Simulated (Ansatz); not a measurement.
The cluster Si₅Mo₂⁺. Total charge 1; doublet. Geometry r2SCAN-D4/def2-SVP.

```xyz
7

Mo   -1.986   -0.232   -1.569
Mo   -0.343    1.157   -1.784
Si   -0.987    1.088    0.599
Si    1.757   -1.504    0.938
Si   -0.126   -1.169   -0.317
Si    0.219   -0.152    2.133
Si    1.465    0.813    0.000
```

In the def2 sets Mo takes a core potential; there is no spin–orbit coupling. HSE06 is defined as in plane-wave codes, on full-range PBE exchange. At PBE-D4/def2-TZVP, r2SCAN-D4/def2-TZVP, PBE0-D4/def2-TZVP, HSE06-D4/def2-TZVP the charge 1 doublet is spin-contaminated (final ⟨S²⟩ up to 2.30, 0.75 for a pure state). Another isomer (doublet) lies 0.96 eV lower at PBE0-D4/def2-TZVP; other spin states weren't run for this one.

Question: Estimate the α-spin orbital energies around the gap (eV) in Ansatz with PBE-D4/def2-TZVP, r2SCAN-D4/def2-TZVP, PBE0-D4/def2-TZVP, HSE06-D4/def2-TZVP.

Answer: 
| orbital | PBE-D4/def2-TZVP | r2SCAN-D4/def2-TZVP | PBE0-D4/def2-TZVP | HSE06-D4/def2-TZVP |
| --- | --- | --- | --- | --- |
| HOMO−5 | -10.25 | -10.49 | -11.33 | -10.94 |
| HOMO−4 | -10.13 | -10.28 | -10.88 | -10.52 |
| HOMO−3 | -9.93 | -10.02 | -10.59 | -10.22 |
| HOMO−2 | -9.36 | -9.46 | -10.06 | -9.70 |
| HOMO−1 | -8.91 | -9.06 | -9.67 | -9.32 |
| HOMO | -8.53 | -8.83 | -9.49 | -9.13 |
| LUMO | -8.24 | -7.85 | -7.09 | -7.46 |
| LUMO+1 | -7.93 | -7.50 | -6.71 | -7.07 |
| LUMO+2 | -7.38 | -7.30 | -6.69 | -7.06 |
| LUMO+3 | -7.17 | -6.92 | -6.30 | -6.66 |
| LUMO+4 | -6.96 | -6.64 | -6.00 | -6.37 |
| LUMO+5 | -6.55 | -6.24 | -5.57 | -5.94 |
| β HOMO | -8.87 | -9.08 | -9.68 | -9.32 |
| β LUMO | -8.44 | -8.39 | -7.85 | -8.20 |
